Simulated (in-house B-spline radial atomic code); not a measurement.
A run on neutral rhodium (an excited or competing configuration) that did not converge. Method: scalar-relativistic (X2C) wB97X, spin-polarised, spherical fractional occupations, exact exchange averaged over the configuration, Fermi nucleus of rms radius 4.4945 fm; computed with an all-electron radial atomic-structure program (B-spline basis).

Command:
```bash
python run_scf.py task.json out
```
Settings (nuclear radius in fm, mass in u):
```
Z                45
configuration    [Kr] 4d8 4f1
hamiltonian      x2c
method           wb97x
spin_polarised   True
nucleus          fermi
rms_radius       4.4945
atomic_mass      102.90549
speed_of_light   137.035999084
exact_exchange   averaged over the configuration
```

First and last ten iterations of the last attempt (damped for 15 steps, keeping 80 % of the old Fock matrix, then DIIS):
```
 iter        energy (Eh)    residual
    1       -4780.260360    4.53e-01
    2       -4780.338694    2.46e-01
    3       -4782.472455    1.50e-01
    4       -4783.097897    9.31e-02
    5       -4783.370876    6.09e-02
    6       -4783.485295    4.02e-02
    7       -4783.532069    2.60e-02
    8       -4783.550450    1.67e-02
    9       -4783.558300    1.18e-02
   10       -4783.561172    8.43e-03
  111       -4783.564576    1.51e-03
  112       -4783.564550    1.75e-03
  113       -4783.564462    2.35e-03
  114       -4783.564555    1.16e-03
  115       -4783.564601    1.18e-03
  116       -4783.564576    1.13e-03
  117       -4783.564543    1.26e-03
  118       -4783.564473    1.13e-03
  119       -4783.564405    1.58e-03
  120       -4783.564469    1.09e-03
 not converged after 120 iterations
```

The smallest residual met was 6.0e-04; the threshold is about 4e-07. No energy from this run should be used. Time taken, with all properties: 19 s on 1 thread of Intel(R) Xeon(R) 6975P-C, with other jobs on the host.
